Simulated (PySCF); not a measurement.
# Ga: interval between two levels

Ga [Ar] 3d10 4s2 4p1 [2P3/2, M_J = 3/2] → Ga [Ar] 3d10 4s1 4p2 [4P5/2, M_J = 5/2], as a difference of total energies. All numbers are calculated (PySCF 2.14, the two-component X2C-1e Hamiltonian, in x2c-SVPall-2c with one added diffuse shell each of s, p, d type (6s7p4d, 47 functions)). Correlated levels: [Ne] frozen; the 6 highest virtual spinors dropped. "Screened" scales the spin-orbit matrix elements by Boettger's factors to mimic the two-electron term; Breit and QED terms are absent.

| method | interval between two levels (cm⁻¹) |
| --- | --- |
| GHF (spin-free) | 26525 |
| GMP2 (spin-free) | 32564 |
| GHF (screened spin-orbit) | 26588 |
| GMP2 (screened spin-orbit) | 32627 |

The labels give the starting determinants; with spin-orbit coupling the two ends relaxed to ⟨J²⟩ = 3.76, ⟨L²⟩ = 2.01, ⟨S²⟩ = 0.76 and ⟨J²⟩ = 8.76, ⟨L²⟩ = 2.01, ⟨S²⟩ = 3.75.
